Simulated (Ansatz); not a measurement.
Geometry optimisation, UKS PBE/def2-SVP (Ansatz).

The input (input.yaml):

```yaml
crystal:
  periodic: [false, false, false]
  atoms:
    - { symbol: Hf, position_ang: [-0.021923, -0.009692, -0.204359] }
    - { symbol: Cl, position_ang: [0.090928, -0.077615, 2.274407] }
    - { symbol: F, position_ang: [1.666096, -0.035604, -1.093287] }
    - { symbol: Cl, position_ang: [-1.285754, 1.85636, -0.913675] }
    - { symbol: "N", position_ang: [-0.954263, -1.671743, -0.842927] }
    - { symbol: H, position_ang: [-1.910628, -1.948082, -0.579222] }
    - { symbol: H, position_ang: [-0.579091, -2.363818, -1.503425] }
    - { symbol: Si, position_ang: [0.009341, -0.002605, 5.606459] }
    - { symbol: H, position_ang: [-0.762675, -1.188408, 6.122288] }
    - { symbol: H, position_ang: [1.442648, -0.062626, 6.060982] }
    - { symbol: H, position_ang: [-0.636779, 1.284432, 6.045461] }
magnetization:
  spin_polarized: true
  initial_magnetization: 1
basis:
  gaussian: { orbitals: def2-SVP }
hamiltonian:
  xc: pbe
relax:
  f_tol: 0.03
  max_steps: 50
```

Launched with:

```bash
$ ansatz run input.yaml --threads 4 --pin off --max-ram 5120MiB --backend cpu --events-out ev --progress --plain --runs-dir out
```

**Question.** Where does it end, and by what steps?

**Answer.** The forces met the threshold. After 5 steps the energy has fallen by 0.097 eV; Cl2 moved furthest, 0.28 Å.

```csv
step,energy less start (eV),largest force component (eV/Å),accepted
0,0.0000,1.234,yes
1,-0.0613,0.894,yes
2,-0.0952,0.082,yes
3,-0.0931,0.325,no
4,-0.0959,0.090,yes
5,-0.0975,0.012,yes
```

```xyz
11
Properties=species:S:1:pos:R:3
Hf -0.026 -0.007 -0.364
Cl 0.144 -0.055 2.001
F 1.678 -0.067 -1.226
Cl -1.324 1.860 -1.027
N -0.972 -1.679 -0.963
H -1.920 -1.965 -0.688
H -0.589 -2.390 -1.598
Si 0.008 0.011 5.863
H -0.760 -1.176 6.382
H 1.450 -0.051 6.290
H -0.632 1.301 6.303
```

Whether the end is a true minimum wasn't checked by a vibrational analysis.

The run took 37 s on 4 threads of Intel(R) Xeon(R) Platinum 8259CL CPU @ 2.50GHz (Skylake/Cascade Lake) (shared host), peak memory 0.3 GiB.
